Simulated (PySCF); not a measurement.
**Nuclear quadrupole coupling in `C[SiH2][C@@H](CC#N)OC1CC1`**

Compound: C7H13NOSi.
Geometry (GFN2-xTB, Å), atoms numbered from 1 in this order:
```
atom  x, y, z in Å
C1    -2.3596   -1.5914   -1.0700
Si2   -1.6328   -0.0272   -1.8564
C3    -0.3938    0.7518   -0.6135
C4    -1.0345    1.1358    0.7361
C5    -0.1791    2.0019    1.5013
N6     0.5129    2.7115    2.0734
O7     0.5828   -0.2629   -0.4863
C8     1.7710    0.1187    0.1401
C9     2.7475   -0.9629    0.4670
C10    2.0196   -0.2541    1.5734
H11   -1.5694   -2.2468   -0.7142
H12   -2.9526   -2.1459   -1.7910
H13   -3.0059   -1.3595   -0.2270
H14   -2.6905    0.9640   -2.1119
H15   -0.8814   -0.3236   -3.0748
H16    0.0723    1.6557   -1.0366
H17   -1.2397    0.2289    1.3099
H18   -1.9765    1.6596    0.5524
H19    2.1524    1.0756   -0.2123
H20    3.7978   -0.7662    0.3212
H21    2.4492   -1.9748    0.2418
H22    1.2491   -0.8048    2.0911
H23    2.5565    0.4435    2.1964
```

Field gradients from the PBE0/pcSseg-1 density (PySCF, non-relativistic), principal values in atomic units, ordered |Vxx| ≤ |Vyy| ≤ |Vzz|:

```csv
atom,Vxx,Vyy,Vzz
N6,0.4478,0.4964,-0.9442
O7,-0.0553,-1.9538,2.0091
```

Q: Find the asymmetry η = (Vxx − Vyy)/Vzz and the couplings χ = eQV/h (234.96 MHz × Q in barn × V in au), with Q(14N) = 0.02044 b, Q(17O) = −0.0256 b.

A: 
| atom | environment | nucleus | η | χzz (MHz) | χxx (MHz) | χyy (MHz) |
| --- | --- | --- | --- | --- | --- | --- |
| N6 | nitrile nitrogen | 14N | 0.05 | -4.535 | 2.151 | 2.384 |
| O7 | ether oxygen | 17O | 0.94 | -12.09 | 0.33 | 11.75 |

At O7 η is above 0.9: Vyy and Vzz are nearly equal in size and opposite in sign, so a small change could swap them and flip the sign of χzz. The tensor is traceless: Vxx + Vyy + Vzz = 0.

Q: What is Vzz at N6 in SI units (1 au = 9.71736 × 10²¹ V/m²)?

A: -0.9442 au = -9.175 × 10²¹ V/m².

Q: And the gradient at the other heavy atoms, for which no coupling is worked out here?

A: 
```
atom                   environment  Vzz (au)     η
  C1              Si-methyl carbon    -0.030  0.86
 Si2                  SiH2 silicon     0.175  0.60
  C3    sp3 carbon bound to oxygen     0.374  0.78
  C4  sp3 carbon next to a nitrile     0.162  0.28
  C5                nitrile carbon    -0.404  0.01
  C8    sp3 carbon bound to oxygen     0.395  0.61
  C9    three-membered-ring carbon     0.187  0.14
 C10    three-membered-ring carbon     0.190  0.11
```

Q: What couplings would deuterons (Q(2H) = 0.00286 b) have in place of the hydrogens, at this geometry?

A: 
```
atom  bonded to  bond length (Å)  Vzz (au)     η  χzz (kHz)
 H11         C1            1.086    0.3219  0.02        216
 H12         C1            1.086    0.3256  0.01        219
 H13         C1            1.087    0.3234  0.01        217
 H14        Si2            1.472    0.1565  0.02        105
 H15        Si2            1.462    0.1634  0.02        110
 H16         C3            1.102    0.2797  0.07        188
 H17         C4            1.093    0.2984  0.04        201
 H18         C4            1.093    0.2969  0.04        200
 H19         C8            1.089    0.3044  0.15        205
 H20         C9            1.079    0.3334  0.07        224
 H21         C9            1.079    0.3333  0.07        224
 H22        C10            1.079    0.3340  0.06        224
 H23        C10            1.078    0.3316  0.08        223
```

One conformer (not necessarily the lowest) at the GFN2-xTB geometry, without solvent, vibrations or thermal averaging. GFN2-xTB bond lengths can be off by several hundredths of an ångström, more for odd bonds, and the gradients follow them. These gradients aren't converged with respect to the basis.
